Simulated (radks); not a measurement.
Values are calculated unless marked as measured or tabulated.
Br IX, 27 electrons, occupied as [Ar] 3d9 (the NIST ground configuration).

Code: a radial shooting solver on a logarithmic mesh with Libxc functionals. Model: scalar-relativistic Kohn-Sham, BLYP, spin-polarised, spherical densities, finite nucleus; open shells are filled with parallel spins first; Fermi nuclear charge, rms radius 4.1629 fm.

Energy parts (hartree):
total: -2586.28286
kinetic: 2642.85713
electron-nucleus: -6085.98839
Hartree: 944.95202
exchange-correlation: -88.10363

Orbitals (lengths in bohr, moments of r in powers of bohr; r(90%) holds 90 % of the orbital's charge):
| orbital | occ. | eigenvalue (hartree) | <r> | <1/r> | <r^2> | r(90%) |
|---|---|---|---|---|---|---|
| 1s up | 1 | -495.1992 | 0.04275 | 35.66 | 0.002461 | 0.0764 |
| 1s down | 1 | -495.1990 | 0.04275 | 35.66 | 0.002461 | 0.0764 |
| 2s up | 1 | -69.31135 | 0.1895 | 7.899 | 0.04234 | 0.293 |
| 2s down | 1 | -69.27110 | 0.1894 | 7.902 | 0.04231 | 0.293 |
| 2p up | 3 | -61.81107 | 0.1654 | 7.732 | 0.03347 | 0.270 |
| 2p down | 3 | -61.78083 | 0.1653 | 7.735 | 0.03344 | 0.270 |
| 3s up | 1 | -14.08823 | 0.5437 | 2.632 | 0.3392 | 0.807 |
| 3s down | 1 | -14.02651 | 0.5443 | 2.628 | 0.3399 | 0.808 |
| 3p up | 3 | -11.70497 | 0.5522 | 2.490 | 0.3556 | 0.839 |
| 3p down | 3 | -11.64368 | 0.5529 | 2.486 | 0.3566 | 0.840 |
| 3d up | 5 | -7.76353 | 0.5558 | 2.244 | 0.3751 | 0.900 |
| 3d down | 4 | -7.69927 | 0.5576 | 2.239 | 0.3777 | 0.903 |

The highest occupied level is 3d down at -209.51 eV. Summed over all electrons, <r^2> = 6.492 bohr^2, which gives a Langevin (diamagnetic) susceptibility term of -5.14 x 10^-6 cm^3/mol.
